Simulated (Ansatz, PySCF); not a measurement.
Molecule: sum formula H$_{5}$SiN$_{2}$O$_{2}$ (charge -1, singlet). It need not be the lowest isomer of its formula. Whether it binds its extra electron was not tested at this geometry. 
Structure (B3LYP-D3(BJ)/def2-TZVP (Ansatz, an electronic-structure program) minimum search):
```
Si
N 1 1.6392
H 2 1.0128 1 117.89
O 1 1.6954 2 108.78 3 153.53
H 4 0.9629 1 104.59 2 -15.94
O 1 1.6989 2 116.51 3 30.19
H 6 0.9625 1 108.21 2 -162.90
N 1 1.7937 2 123.70 3 -93.02
H 8 1.0137 1 110.50 2 -75.53
H 8 1.0138 9 106.75 1 -121.41
```
Charge -1, spin multiplicity 1.

Total electronic energies in hartree. Correlated levels leave the core frozen unless marked. Spin-orbit coupling is left out. Non-relativistic unless marked X2C. Basis-set limits of correlation are two-point, X^-3; Hartree-Fock from the larger set. The bracket is a focal-point correction in the basis named.

```json
[
 {"level": "HF/STO-3G", "program": "Ansatz", "energy (Eh)": "-543.52139"},
 {"level": "HF/def2-TZVPD", "program": "PySCF", "energy (Eh)": "-550.74450"},
 {"level": "HF-D4/def2-TZVPD", "program": "PySCF + dftd4", "energy (Eh)": "-550.77618"},
 {"level": "RI-HF/cc-pV(T+d)Z", "program": "Ansatz", "energy (Eh)": "-550.73091"},
 {"level": "revPBE/def2-TZVPD", "program": "Ansatz", "energy (Eh)": "-552.60703"},
 {"level": "r2SCAN-D3(BJ)/def2-TZVPD", "program": "Ansatz + dftd3", "energy (Eh)": "-552.60394"},
 {"level": "PBE0/def2-SVP", "program": "Ansatz", "energy (Eh)": "-551.87991"},
 {"level": "PBE0-D4/def2-TZVP", "program": "Ansatz + dftd4", "energy (Eh)": "-552.34457"},
 {"level": "BHLYP-D4/def2-TZVPD", "program": "Ansatz + dftd4", "energy (Eh)": "-552.62694"},
 {"level": "BHLYP/def2-TZVPD", "program": "Ansatz", "energy (Eh)": "-552.61661"},
 {"level": "TPSSh-D3(BJ)/def2-TZVPD", "program": "PySCF + dftd3", "energy (Eh)": "-552.77231"},
 {"level": "TPSSh-D4/def2-TZVPD", "program": "PySCF + dftd4", "energy (Eh)": "-552.77462"},
 {"level": "r2SCANh/def2-TZVPD", "program": "Ansatz", "energy (Eh)": "-552.58349"},
 {"level": "B2GP-PLYP-D3(BJ)/def2-TZVPD", "program": "Ansatz + dftd3", "energy (Eh)": "-552.37855"},
 {"level": "MP2/6-31G", "program": "Ansatz", "energy (Eh)": "-550.90654"},
 {"level": "MP2/cc-pwCVTZ", "program": "Ansatz", "energy (Eh)": "-551.80241"},
 {"level": "SCS-MP2/6-31G*", "program": "Ansatz", "energy (Eh)": "-551.30847"},
 {"level": "SCS-MP2/aug-cc-pV(D+d)Z", "program": "Ansatz", "energy (Eh)": "-551.52639"},
 {"level": "SCS-MP2/cc-pV(T+d)Z", "program": "Ansatz", "energy (Eh)": "-551.75995"},
 {"level": "SCS-MP2/cc-pwCVTZ", "program": "Ansatz", "energy (Eh)": "-551.78199"},
 {"level": "CCSD(T)/cc-pV(T+d)Z", "program": "Ansatz", "energy (Eh)": "-551.83765"},
 {"level": "X2C-CCSD(T)/cc-pVTZ-DK", "program": "Ansatz", "energy (Eh)": "-552.59160"},
 {"level": "RI-MP2/CBS(aug-cc-pV(T+d)Z,aug-cc-pV(Q+d)Z)+[CCSD(T)-MP2]/aug-cc-pV(T+d)Z", "program": "Ansatz", "energy (Eh)": "-552.0209"}
]
```

Totals of different functionals don't rank their quality; only differences between species are comparable.
